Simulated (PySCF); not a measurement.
C$_{4}$H$_{8}$, charge -1, doublet, at a GFN2-xTB geometry (a state made from the parent by changing its charge; the spin is typed, not shown lowest) (in this run its highest filled SCF level lies above zero, so its values depend strongly on the basis, on diffuse functions most of all), atoms displaced at random by about 0.03 Å a coordinate. Base run: TPSS/STO-3G, gradient (PySCF).

The PySCF input:
```python
from pyscf import gto, scf, dft

mol = gto.Mole()
mol.atom = '''
    C    -1.10387871   -0.88898805    0.11419942
    C     0.04859138    0.14378087    0.28408080
    C     1.35322342   -0.47698828   -0.14448939
    C    -0.21837057    1.45867418   -0.17961124
    H    -0.94594249   -1.78933401    0.73502846
    H    -1.28754701   -1.30410911   -0.90235761
    H    -2.09786173   -0.44785490    0.44356272
    H     1.63984231   -1.34059430    0.43822707
    H     2.11927495    0.28340179    0.00456523
    H     1.40214363   -0.85436671   -1.24585485
    H     0.53246724    2.24093884    0.01559896
    H    -1.21994395    1.85500025    0.17751865
'''
mol.basis = 'sto-3g'
mol.charge = -1
mol.spin = 1
mol.verbose = 4
mol.build()

mf = dft.UKS(mol)
mf.xc = 'tpss'
mf.kernel()
g = mf.nuc_grad_method()
grad = g.kernel()
```

The coordinate followed is z of atom 8.

Variants of this job, named by their change:

| change | dE/dx (Eh/bohr) | net force (Eh/bohr) |
|---|---|---|
| base | -0.015926 | 0.000028 |
| finite difference step (bohr) = 1e-5; conv_tol = 1e-11 | -0.015914 | - |
| grids.level = 5; grid_response = off | -0.015923 | 0.000006 |
| grids.level = 1; grid_response = on | -0.015885 | 0.000000 |
| conv_tol = 1e-11 | -0.015926 | 0.000028 |
| finite difference step (bohr) = 0.2; conv_tol = 1e-11 | -0.016098 | - |
| density fitting = on; auxbasis_response = off | -0.015967 | 0.000516 |
| grids.level = 0; grid_response = off | -0.016601 | 0.009466 |
| conv_tol = 1e-6 | -0.015918 | 0.000028 |
| finite difference step (bohr) = 1e-4; conv_tol = 1e-11 | -0.015914 | - |
| density fitting = on | -0.015933 | 0.000028 |
| conv_tol = 1e-4 | -0.015954 | 0.000028 |

The net force is zero for an exact gradient.

Open shells are given as the SCF converged; they aren't shown to be the lowest states, and a large step between rows can be another state.
